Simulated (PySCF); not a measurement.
C4H6Te.
Bonds: C1–C2 (double), C2–C3, C3–C4, C4–Te5 (double). Hydrogens: H6, H7 on C1; H8 on C2; H9, H10 on C3; H11 on C4.

Method: PBE0-D3(BJ)/def2-SVP geometry optimisation, gas phase, def2 core potentials past Kr (PySCF 2.14.0); density fitting, grid level 1; the optimiser is geomeTRIC in internal coordinates, started from a GFN2-xTB structure with every atom displaced at random (about 0.01 Å).

Step 1: E = -11529.3200 eV
```
atom  x, y, z in Å  |  force x, y, z in eV/Å
C1      1.8503    0.2172    0.2831    0.303  -0.147   0.224
C2      0.7371   -0.4751    0.0550   -0.128  -0.185   0.065
C3     -0.4677    0.0730   -0.6345   -0.240  -0.038   0.037
C4     -1.7607    0.0719    0.1205    0.352  -0.100   0.013
Te5    -2.1040   -0.5114    1.9709    0.035   0.010  -0.068
H6      1.9561    1.2610   -0.0222   -0.025   0.086  -0.028
H7      2.7046   -0.2315    0.8115   -0.178   0.078  -0.165
H8      0.6674   -1.5218    0.3854    0.011   0.131   0.001
H9     -0.2829    1.1172   -0.9522   -0.003   0.000  -0.083
H10    -0.6558   -0.4879   -1.5791    0.025   0.118   0.083
H11    -2.6064    0.4590   -0.4546   -0.155   0.047  -0.079
```

Step 2: E = -11529.3236 eV
```
atom  x, y, z in Å  |  force x, y, z in eV/Å
C1      1.8496    0.2118    0.2972   -0.007   0.049  -0.052
C2      0.7261   -0.4663    0.0663    0.016  -0.089   0.008
C3     -0.4712    0.0811   -0.6396   -0.078   0.062   0.031
C4     -1.7594    0.0736    0.1097    0.111  -0.023  -0.044
Te5    -2.0484   -0.5204    1.9610   -0.095  -0.008   0.086
H6      1.9559    1.2569   -0.0129    0.027  -0.004   0.005
H7      2.7024   -0.2466    0.8057   -0.039   0.008   0.000
H8      0.6458   -1.5057    0.4058   -0.003   0.002  -0.005
H9     -0.2867    1.1217   -0.9714    0.015  -0.005  -0.029
H10    -0.6530   -0.4813   -1.5801    0.037   0.023  -0.016
H11    -2.6233    0.4470   -0.4581    0.015  -0.015   0.016
```

Q: Estimate the geometry and energy of step 3. (The exact step hangs on the optimiser's Hessian estimate; all steps are aligned on step 2, rigid shifts and turns removed.)

A: E = -11529.3249 eV, largest force 0.218 eV/Å
```
atom  x, y, z in Å  |  force x, y, z in eV/Å
C1      1.8540    0.2133    0.2872   -0.083   0.034  -0.086
C2      0.7303   -0.4708    0.0713    0.072   0.113  -0.049
C3     -0.4677    0.0832   -0.6291    0.026  -0.024   0.143
C4     -1.7525    0.0674    0.1200   -0.160   0.065  -0.133
Te5    -2.1096   -0.5222    1.9632    0.047  -0.011   0.008
H6      1.9580    1.2588   -0.0265    0.000  -0.050   0.007
H7      2.7114   -0.2438    0.7815    0.067  -0.029   0.074
H8      0.6532   -1.5083    0.4121   -0.012  -0.039   0.012
H9     -0.2823    1.1237   -0.9622    0.002  -0.007   0.021
H10    -0.6475   -0.4714   -1.5725   -0.003  -0.028  -0.050
H11    -2.6093    0.4418   -0.4614    0.044  -0.024   0.053
```

The energy changes by -0.0012 eV. The first-order estimate −F·Δx gives -0.0076 eV and the mean of the old and new forces, exact on a quadratic surface, -0.0011 eV. The step makes an angle of 66° with the force vector and moves no atom by more than 0.061 Å.

The cost below is that of the whole optimisation. Time: 28 s; peak memory 0.47 GiB. Hardware: Arm Neoverse V2, one thread, shared host.
